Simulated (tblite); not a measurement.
Task: Write Cartesian coordinates for InChI=1S/C4H4O2Si/c1-2-3-4-7(5)6/h1,5-7H as optimised with GFN2-xTB.

Result: 
```
atom  x, y, z in Å
C1     3.740   -1.075    0.354
C2     2.609   -0.719    0.139
C3     1.329   -0.323   -0.093
C4     0.184    0.027   -0.283
Si5   -1.571    0.527   -0.618
O6    -1.868    2.044   -0.140
O7    -2.567   -0.432    0.253
H8     4.726   -1.381    0.536
H9    -1.850    0.496   -2.045
H10   -2.205    2.217    0.734
H11   -2.521   -1.379    0.176
```

Orientation and origin are arbitrary. Atoms count from 1 in this order. O6 (silanol oxygen) is bent (angle 120.4°). The C–C distances run from 1.205 Å (C1≡C2, drawn triple) to 1.359 Å (C2–C3, drawn single), a spread of 0.154 Å. Si5 (oxygen-bound silicon) is distorted tetrahedral (angles from 105.9° to 113.2°).

Bonds between heavy atoms (Å): C1≡C2 1.205, C2–C3 1.359, C3≡C4 1.213, C4–Si5 1.856, Si5–O6 1.618, Si5–O7 1.634.

Structure optimised with GFN2-xTB, isolated species.

Its GFN2-xTB frequencies are all real (lowest 65 cm⁻¹). One conformer, not necessarily the lowest (C4–Si5–O6–H -92°, C4–Si5–O7–H -55°).

All values are computed, not measured.
